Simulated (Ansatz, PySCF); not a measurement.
Gas-phase reaction in SMILES: CCC([O-])CC -> CCC[C@H](C)[O-]
Each molecule is optimised on its own at B3LYP-D3(BJ)/def2-TZVP (Ansatz, a program for electronic structure), one conformer each, not searched for the lowest.

Quantity: isomerisation energy (0 K, with B3LYP-D3(BJ) harmonic zero-point energies from PySCF), in kcal/mol. Valence correlation only, unless marked. Spin-orbit coupling is left out. Non-relativistic. Anions need diffuse functions: aug- sets have them; def2-D sets add few; the other sets have none. Basis-set limits of correlation are two-point, X^-3; Hartree-Fock from the larger set. [CCSD(T)-MP2]/basis is that difference in the basis named.

```json
[
 {"level": "HF/cc-pVDZ", "program": "Ansatz", "isomerisation energy (kcal/mol)": "1.8"},
 {"level": "HF/cc-pVQZ", "program": "Ansatz", "isomerisation energy (kcal/mol)": "0.6"},
 {"level": "BHLYP-D4/def2-TZVPD", "program": "Ansatz + dftd4", "isomerisation energy (kcal/mol)": "0.9"},
 {"level": "wB97X-V/def2-TZVPD", "program": "Ansatz", "isomerisation energy (kcal/mol)": "1.1"},
 {"level": "RI-MP2/cc-pVTZ", "program": "Ansatz", "isomerisation energy (kcal/mol)": "2.2"},
 {"level": "SCS-MP2/STO-3G", "program": "Ansatz", "isomerisation energy (kcal/mol)": "0.6"},
 {"level": "CCSD/cc-pVTZ", "program": "Ansatz", "isomerisation energy (kcal/mol)": "1.9"},
 {"level": "CCSD(T)/aug-cc-pVTZ", "program": "Ansatz", "isomerisation energy (kcal/mol)": "1.2"},
 {"level": "CCSD(T)/cc-pVQZ", "program": "Ansatz", "isomerisation energy (kcal/mol)": "1.6"},
 {"level": "RI-MP2/CBS(aug-cc-pVTZ,aug-cc-pVQZ)+[CCSD(T)-MP2]/aug-cc-pVTZ", "program": "Ansatz", "isomerisation energy (kcal/mol)": "1.2"}
]
```
